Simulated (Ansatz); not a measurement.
Born–Oppenheimer molecular dynamics of GaH₄NO (7 atoms, charge 0, multiplicity 1). It starts from a relaxed structure.

Computed with RKS PBE0/def2-SVP in Ansatz.

| Property | Result |
| --- | --- |
| ensemble | NVT, Nosé–Hoover chain |
| time step | 0.25 fs |
| steps asked | 150 |
| set temperature | 2000 K |
| thermostat | time constant 100 fs, chain length 3 (defaults) |
| seed | 914777 |

Frames 0.25 fs apart, positions in Å, forces in eV/Å.

Velocities at 20 fs (Å/ps):

```
Ga 0.22 -0.01 -0.36
H 64.31 5.45 -10.97
O -6.70 -0.77 3.86
H 34.83 22.02 12.90
N 3.96 0.72 -2.38
H 1.74 -17.64 -0.11
H -65.05 -6.61 -5.15
```

```xyz
7
Properties=species:S:1:pos:R:3:forces:R:3 time_fs=20 energy_less_start_eV=0.675 T=973
Ga -0.062 -0.156 0.138 1.26 -0.13 -3.89
H -0.434 -0.189 1.477 -0.42 -0.03 3.63
O 1.636 -0.280 -0.612 -1.58 -0.75 1.66
H 1.724 0.393 -1.260 0.24 0.94 -1.15
N -1.580 -0.060 -0.900 3.89 -0.20 -1.96
H -2.396 -0.062 -0.395 -2.75 -0.21 0.97
H -1.560 -0.414 -1.866 -0.65 0.39 0.74
7
Properties=species:S:1:pos:R:3:forces:R:3 time_fs=20.25 energy_less_start_eV=0.664 T=992
Ga -0.062 -0.156 0.137 1.28 -0.13 -4.07
H -0.418 -0.188 1.476 -0.45 -0.03 3.78
O 1.634 -0.280 -0.611 -1.52 -0.58 1.46
H 1.733 0.399 -1.258 0.21 0.76 -0.97
N -1.579 -0.060 -0.901 3.68 -0.22 -1.94
H -2.397 -0.067 -0.395 -2.64 -0.20 0.96
H -1.577 -0.415 -1.867 -0.56 0.40 0.77
7
Properties=species:S:1:pos:R:3:forces:R:3 time_fs=20.5 energy_less_start_eV=0.640 T=1028
Ga -0.062 -0.156 0.137 1.27 -0.13 -4.17
H -0.402 -0.187 1.476 -0.46 -0.03 3.87
O 1.632 -0.281 -0.610 -1.44 -0.37 1.23
H 1.742 0.405 -1.255 0.17 0.54 -0.75
N -1.577 -0.060 -0.902 3.36 -0.23 -1.85
H -2.398 -0.071 -0.394 -2.44 -0.19 0.89
H -1.593 -0.417 -1.868 -0.46 0.41 0.79
7
Properties=species:S:1:pos:R:3:forces:R:3 time_fs=20.75 energy_less_start_eV=0.606 T=1081
Ga -0.062 -0.156 0.137 1.24 -0.13 -4.21
H -0.387 -0.185 1.479 -0.46 -0.03 3.88
O 1.630 -0.281 -0.609 -1.35 -0.14 0.98
H 1.750 0.411 -1.254 0.12 0.30 -0.51
N -1.576 -0.060 -0.902 2.96 -0.24 -1.69
H -2.402 -0.076 -0.392 -2.15 -0.18 0.77
H -1.610 -0.418 -1.868 -0.36 0.41 0.79
7
Properties=species:S:1:pos:R:3:forces:R:3 time_fs=21 energy_less_start_eV=0.565 T=1145
Ga -0.062 -0.156 0.137 1.19 -0.13 -4.17
H -0.371 -0.184 1.484 -0.44 -0.03 3.82
O 1.629 -0.281 -0.608 -1.25 0.11 0.72
H 1.760 0.418 -1.252 0.06 0.05 -0.27
N -1.575 -0.059 -0.903 2.48 -0.25 -1.48
H -2.407 -0.081 -0.390 -1.79 -0.15 0.61
H -1.628 -0.419 -1.868 -0.25 0.41 0.78
7
Properties=species:S:1:pos:R:3:forces:R:3 time_fs=21.25 energy_less_start_eV=0.520 T=1215
Ga -0.062 -0.156 0.137 1.13 -0.14 -4.06
H -0.356 -0.183 1.492 -0.40 -0.02 3.68
O 1.627 -0.281 -0.607 -1.14 0.36 0.46
H 1.769 0.425 -1.250 0.00 -0.21 -0.03
N -1.573 -0.059 -0.904 1.96 -0.26 -1.24
H -2.413 -0.086 -0.388 -1.39 -0.13 0.43
H -1.645 -0.419 -1.867 -0.15 0.40 0.75
7
Properties=species:S:1:pos:R:3:forces:R:3 time_fs=21.5 energy_less_start_eV=0.474 T=1287
Ga -0.061 -0.156 0.136 1.06 -0.14 -3.88
H -0.342 -0.182 1.502 -0.36 -0.01 3.48
O 1.625 -0.282 -0.606 -1.02 0.59 0.21
H 1.778 0.432 -1.249 -0.07 -0.46 0.20
N -1.571 -0.059 -0.905 1.41 -0.27 -0.97
H -2.419 -0.091 -0.386 -0.97 -0.09 0.24
H -1.663 -0.419 -1.866 -0.05 0.39 0.71
7
Properties=species:S:1:pos:R:3:forces:R:3 time_fs=21.75 energy_less_start_eV=0.430 T=1355
Ga -0.061 -0.156 0.136 0.97 -0.15 -3.64
H -0.327 -0.180 1.514 -0.31 0.00 3.22
O 1.623 -0.282 -0.605 -0.90 0.82 -0.02
H 1.787 0.438 -1.248 -0.15 -0.69 0.41
N -1.570 -0.059 -0.906 0.86 -0.29 -0.69
H -2.426 -0.096 -0.383 -0.53 -0.06 0.05
H -1.680 -0.420 -1.864 0.05 0.37 0.67
7
Properties=species:S:1:pos:R:3:forces:R:3 time_fs=22 energy_less_start_eV=0.391 T=1416
Ga -0.061 -0.156 0.136 0.89 -0.15 -3.35
H -0.313 -0.179 1.527 -0.25 0.00 2.91
O 1.621 -0.282 -0.603 -0.78 1.02 -0.22
H 1.796 0.444 -1.246 -0.22 -0.90 0.60
N -1.568 -0.059 -0.907 0.33 -0.31 -0.41
H -2.434 -0.101 -0.381 -0.11 -0.02 -0.14
H -1.698 -0.419 -1.862 0.15 0.35 0.62
7
Properties=species:S:1:pos:R:3:forces:R:3 time_fs=22.25 energy_less_start_eV=0.358 T=1467
Ga -0.061 -0.156 0.135 0.80 -0.16 -3.03
H -0.299 -0.178 1.543 -0.20 0.01 2.56
O 1.619 -0.282 -0.602 -0.66 1.19 -0.40
H 1.805 0.449 -1.244 -0.29 -1.08 0.76
N -1.566 -0.059 -0.908 -0.18 -0.32 -0.15
H -2.441 -0.106 -0.378 0.28 0.03 -0.30
H -1.715 -0.419 -1.860 0.25 0.34 0.56
7
Properties=species:S:1:pos:R:3:forces:R:3 time_fs=22.5 energy_less_start_eV=0.334 T=1506
Ga -0.061 -0.156 0.135 0.72 -0.17 -2.67
H -0.285 -0.176 1.560 -0.15 0.02 2.19
O 1.616 -0.282 -0.601 -0.55 1.34 -0.55
H 1.814 0.454 -1.241 -0.36 -1.24 0.89
N -1.564 -0.059 -0.909 -0.66 -0.34 0.10
H -2.449 -0.111 -0.376 0.65 0.08 -0.45
H -1.733 -0.419 -1.857 0.34 0.32 0.49
7
Properties=species:S:1:pos:R:3:forces:R:3 time_fs=22.75 energy_less_start_eV=0.317 T=1533
Ga -0.061 -0.156 0.134 0.65 -0.17 -2.31
H -0.271 -0.175 1.578 -0.11 0.02 1.81
O 1.614 -0.282 -0.600 -0.44 1.46 -0.68
H 1.822 0.458 -1.238 -0.42 -1.36 1.00
N -1.562 -0.059 -0.911 -1.09 -0.36 0.32
H -2.456 -0.116 -0.373 0.98 0.12 -0.57
H -1.750 -0.418 -1.854 0.43 0.29 0.43
```

Of the whole run (38 fs, mean temperature of the second half 978 K): The conserved energy stayed within 0.26 meV per atom of its start (net change 0.22 meV per atom), so the integration is sound. The mean temperature of the second half is 51 % below the set value. A run of 0.037 ps of so small a system gives no equilibrium averages.

The run took 7.7 min on 1 thread of Arm Neoverse V1 (shared host), peak memory 0.15 GiB.
